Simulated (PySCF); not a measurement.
These compounds are isomers of formula C$_{6}$H$_{7}$NO.

A. `C=C=C=CC(=O)NC`
B. SMILES CO[C@@]1(C#N)C=CC1
C. `Cn1cccc1C=O`
D. `C=C=C=CCC(N)=O`
E. 3-Aminophenol (SMILES c1c(N)cccc1O)

Spectrum 1. ¹H NMR (500 MHz, computed): δ 6.77 (m, 1H), 6.77 (m, 1H), 3.65 (s, 3H), 3.14 (m, 1H), 2.97 (m, 1H). ¹³C{¹H} NMR (computed): δ 152.7 (CH), 145.3 (CH), 122.4 (C), 72.9 (C), 56.4 (CH3), 47.5 (CH2).

Spectrum 2. ¹H NMR (500 MHz, computed): δ 6.39 (t, 1H), 5.59 (s, 2H), 5.42 (br, 1H), 4.45 (br, 1H), 3.09 (d, 2H). ¹³C{¹H} NMR (computed): δ 182.8 (C), 178.1 (C), 169.3 (C), 120.7 (CH), 99.7 (CH2), 46.9 (CH2).

Spectrum 3. ¹H NMR (500 MHz, computed): δ 9.92 (s, 1H), 7.00 (m, 1H), 6.73 (m, 1H), 6.37 (m, 1H), 4.07 (s, 3H). ¹³C{¹H} NMR (computed): δ 183.6 (CH), 136.5 (C), 134.1 (CH), 129.4 (CH), 114.6 (CH), 39.0 (CH3).

Spectrum 4. ¹H NMR (500 MHz, computed): δ 7.19 (m, 1H), 6.25 (s, 1H), 6.21 (d, 1H), 5.96 (d, 1H), 4.08 (br s, 1H), 3.39 (br s, 2H). ¹³C{¹H} NMR (computed): δ 165.1 (C), 153.9 (C), 135.7 (CH), 108.8 (CH), 106.3 (CH), 102.3 (CH).

Spectrum 5. ¹H NMR (500 MHz, computed): δ 6.17 (t, J = 11.1 Hz, 1H), 5.87 (d, J = 11.1 Hz, 2H), 5.41 (br, 1H), 3.18 (d, J = 5.7 Hz, 3H). ¹³C{¹H} NMR (computed): δ 183.2 (C), 182.5 (C), 162.9 (C), 117.6 (CH), 106.1 (CH2), 26.3 (CH3).

PySCF 2.14.0 with density-fitted response routines calculation with couplings computed with B3LYP/pcJ-1 (spin–dipole term left out of most H,H and C,H couplings), σ from GIAO-PBE0/pcSseg-1 and geometry from GFN2-xTB; relativity neglected, one conformer, fast rotation and ring inversion assumed for equivalent nuclei, isolated molecule.

Referencing at the same level of theory: ¹H (σref 31.72), ¹³C (σref 186.93) vs TMS. Multiplet labels drop J under 1 Hz and among equivalent protons, and merge close values. Unscaled 3J(H,H) run several per cent high. Where no couplings were computed, multiplicities follow the n + 1 count of equivalent neighbours, and m marks all less simple cases (inequivalent or close neighbours, rings, F or P nearby). Acid and N–H amide carbonyl carbons lie up to 10 ppm further downfield in solution (hydrogen bonding). Shifts are as computed. Against solution values, carbons near 30 ppm lie about +3 ppm off and those near 130 ppm about +5 ppm. Of 1211 compounds with measured shifts, 218 miss one by over three times the rms of a fit or turn the order of signals round; such compounds aren't used in these exercises. Groups on amide-type nitrogens are kept apart (slow C–N rotation). OH and NH positions are gas-phase values without hydrogen bonding to other molecules.

**Question.** Which spectrum belongs to which compound?

**Answer.** 1–B, 2–D, 3–C, 4–E, 5–A.

- Spectrum 1 (B): 6 ¹³C signals; δC 152.7 is an alkene CH; δC 145.3 is an alkene CH.
- Spectrum 2 (D): 6 ¹³C signals; δC 169.3 is an amide carbonyl carbon; δC 46.9 is an sp3 CH2 α to a carbonyl.
- Spectrum 3 (C): 6 ¹³C signals; δC 183.6 is an aldehyde carbonyl carbon; δC 129.4 is an aromatic CH.
- Spectrum 4 (E): 6 ¹³C signals; δC 165.1 is an aromatic carbon bearing oxygen; δC 153.9 is an aromatic carbon bearing nitrogen.
- Spectrum 5 (A): 6 ¹³C signals; δC 162.9 is an amide carbonyl carbon; δC 26.3 is a methyl carbon bonded to N.
